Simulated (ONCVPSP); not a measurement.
## Before and after: ONCV potential for technetium

| Item | Value |
| --- | --- |
| Element | Tc (Z = 43) |
| Generator | ONCVPSP 4.0.1 |
| Type | optimised norm-conserving Vanderbilt (ONCV) |
| Functional | PBE |
| Relativity | scalar-relativistic |
| Frozen core | [Ar] 3d10 |
| Valence charge | 15 |
| Reference configuration | 4s2 4p6 4d5 5s1.75 (charge +0.25) |
| Partial waves | 4s+5s: rc 1.85 bohr, ncon 3, nbas 6, qcut 6.1 1/bohr, 2 projectors; 4p: rc 1.75 bohr, ncon 4, nbas 8, qcut 7.5 1/bohr, 2 projectors, debl 2.8 Ha; 4d: rc 2.20 bohr, ncon 4, nbas 9, qcut 6.3 1/bohr, 2 projectors, debl 2.9 Ha |
| Local potential | polynomial inside 1.50 bohr (lpopt 4, dvloc0 2 Ha) |
| Core correction | Teter function, fcfact 4.5, rcfact 1.35 |

All-electron outer shells of the reference configuration (PBE, scalar-relativistic, ld1.x):

```
shell  level (eV)  outermost node (bohr)  outermost maximum (bohr)
   3d     -251.65                      –                      0.31
   4s      -75.15                   0.50                      0.95
   4p      -47.12                   0.51                      1.03
   4d       -8.41                   0.50                      1.27
   5s       -6.56                   1.28                      2.72
```

Change: core correction Teter function, fcfact 4.5, rcfact 2.06.

Cutoffs: the cutoffs (Ha) at which the residual kinetic energy of the hardest occupied pseudo-wave falls to 1 and 0.1 mHa per electron; they do not see the model core or the augmentation charge, which bear on the density cutoff. Errors are all-electron minus pseudo energies relative to the spin-unpolarised reference configuration.

Problem. What does the change do?

Solution. The potential gets neither clearly harder nor softer (16 Ha and 18 Ha → 16 Ha and 18 Ha); of the 4 tests that both files solve, the error grows in 2 and shrinks in 0 by more than 15 % and 0.3 meV (median size 0.9 → 2.1 meV); neither file shows a bound ghost. A model core, the more so a compact one, raises the density cutoff, which this test does not measure.

```tsv
quantity	base	changed
cutoff, loose	16 Ha	16 Ha
cutoff, tight	18 Ha	18 Ha
bound ghosts	none	none
GHOST(+) flags under 300 eV	none	none
error for 4s2 4p6 4d5 5s2, meV [ΔE -1.45 eV]	+0.2	+0.1
error for 4s2 4p6 4d5 5s1, meV [ΔE 6.70 eV]	-1.5	-3.6
error for 4s2 4p6 4d5 5s0, meV [ΔE 21.56 eV]	-9.1	-29
error for 4s2 4p6 4d5 5s1.5, meV [ΔE 1.83 eV]	-0.3	-0.5
s: phases at 1.88 bohr within 0.05 rad from the reference energy up to (Ha; the scan ends near 5)	to the end of the scan	to the end of the scan
p: phases at 1.77 bohr within 0.05 rad from the reference energy up to (Ha; the scan ends near 5)	to the end of the scan	to the end of the scan
d: phases at 2.24 bohr within 0.05 rad from the reference energy up to (Ha; the scan ends near 5)	to the end of the scan	to the end of the scan
rms error of d²Exc/dni dnj with the model core, mHa	1.68	6.84
```
